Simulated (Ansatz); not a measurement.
The Cd1–H2 bond of CdH2O (SMILES [OH][CdH]) is stretched (multiplicity 1, the rest rigid).
Geometry at rest (charge 0, multiplicity 1):
```
atom    x (Å)    y (Å)    z (Å)
----  -------  -------  -------
Cd    -0.2673  -0.0991  -0.0305
H     -1.7878  -0.6990  -0.2066
O      1.6116   0.5006   0.1771
H      1.7266   1.4525   0.2546
```

Frozen-core correlation.

Codes used: Ansatz (a program for electronic structure). Each number belongs to the level named beside it. In def2 rows elements past Kr take small-core potentials, without spin–orbit coupling.

Energies above the point at 1.644 Å (the B3LYP-D3(BJ) bond length), FIC-MRCISD+Q on CASSCF(2,2)/def2-TZVPP (kcal/mol): 5.16 at 1.480 Å; 3.34 at 1.808 Å; 74.41 at 5.261 Å.

**Question.** Take the last value as the depth D of a Morse curve D(1 − e^(−a(R − R₀)))², fit a and R₀ to the two near points, and test it at 2.219 and 2.877 Å.

**Answer.** 
With D = 74.4, both near points (counted from the curve's value at 1.644 Å) are met by a = 1.43 Å⁻¹ and R₀ = 1.642 Å, so k = 2Da² = 306 kcal/(mol Å²). The curve then gives 23.6 and 51.2 kcal/mol; the level itself gives 24.4 and 55.5, so Morse is off by -0.8 and -4.3.
